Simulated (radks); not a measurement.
Question: The mean radii <r> (bohr) of the occupied orbitals of an atom or ion are listed with their occupations. Method: scalar-relativistic Kohn-Sham, r2SCAN, spin-unpolarised, spherical densities, finite nucleus; meta-GGA in the generalised Kohn-Sham scheme; Fermi nuclear charge, rms radius of each element as measured or else 0.836 A^(1/3) + 0.57 fm; computed with a radial shooting solver on a logarithmic mesh with Libxc functionals.

orbital  occ.      <r>
1s          2  0.02232
2s          2  0.09509
2p          6  0.08390
3s          2   0.2492
3p          6   0.2478
3d         10   0.2260
4s          2   0.5656
4p          6   0.5983
4d         10   0.6517
5s          2    1.355
5p          6    1.553
4f          6   0.8765
7f          1    15.68

Name the element and its charge.

Answer: Z = 63, europium, charge +2: Eu2+ in [Xe] 4f6 7f1. The 1s radius gives Z: for a bare nucleus <r> = (2 gamma + 1)/(2Z) with gamma = sqrt(1 - (Z/c)^2), 0.02203 bohr for Z = 63, and screening makes it slightly larger (0.02232 here). The occupations add up to 61, and the charge is Z minus that.
